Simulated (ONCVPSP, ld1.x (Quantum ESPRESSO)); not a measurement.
# Potentials for Mo compared

Generated with ld1.x 7.5 (TM, RRKJ, ultrasoft, PAW), atompaw 4.2 or ONCVPSP 4.0.1. The cutoff is in Ry: for ld1.x and atompaw files where the sum of valence levels is converged to 10 mRy in a Bessel basis, for ONCV files where the hardest occupied wave has 1 mHa per electron of residual kinetic energy. The error is the largest all-electron minus pseudo excitation energy over each file’s own four to seven test configurations (ionisations up to +4, promotions, holes and added fractions of an electron), all of which were solved. The labels leave out finer settings (local radius, basis sizes, second energies), which also bear on the numbers. Spin-polarised tests are not counted. The rows are a selection from randomly drawn settings: files with unsolved tests, undetermined cutoffs or missed reference levels are left out.

A true bound ghost makes a file unfit for plane-wave use even where its test errors are small: the radial tests pick states by their node count and pass the ghost by.

| potential | cutoff (Ry) | largest error (meV) | bound ghosts |
| --- | --- | --- | --- |
| TM semilocal, LDA (PZ), scalar-relativistic, rc 4.44/3.25/2.30 (spd), local d, core correction no, reference 4d5 5s1 5p0 | 35 | -493 | none |
| ONCV, PBE, scalar-relativistic, rc 1.70/1.55/1.95 (spd), local smoothed, core correction yes, reference 4s2 4p6 4d4, qcut 7.8/7.7/9.3, projectors 3/2/3 | 43 | +1.0 | none |
| ONCV, revPBE, fully relativistic, rc 1.30/1.75/2.40 (spd), local smoothed, core correction yes, reference 4s2 4p6 4d5 5p1, qcut 6.1/6.1/7.1, projectors 2/2/3 | 157 | +2.2 | none |
| ONCV, PBE, scalar-relativistic, rc 2.85/2.35/1.90 (spd), local smoothed, core correction yes, reference 4p6 4d5 5s0.5 5p0.5, qcut 1.9/4.9/8.5, projectors 3/2/3 | 39 | -5.1 | none |
| ONCV, PBE, scalar-relativistic, rc 2.80/3.05/2.15 (spd), local smoothed, core correction yes, reference 4d4 5s2, qcut 1.9/2.3/7, projectors 2/2/2 | 32 | -120 | none |

Task: Fill in the row for Mo: ONCV, PBE, scalar-relativistic, rc 3.15/2.45/1.90 (spd), local d, core correction yes, reference 4d5 5s1, qcut 2/3.2/9.5, projectors 3/1/0.

Result: cutoff 43 Ry, largest error -416 meV, bound ghosts: p.
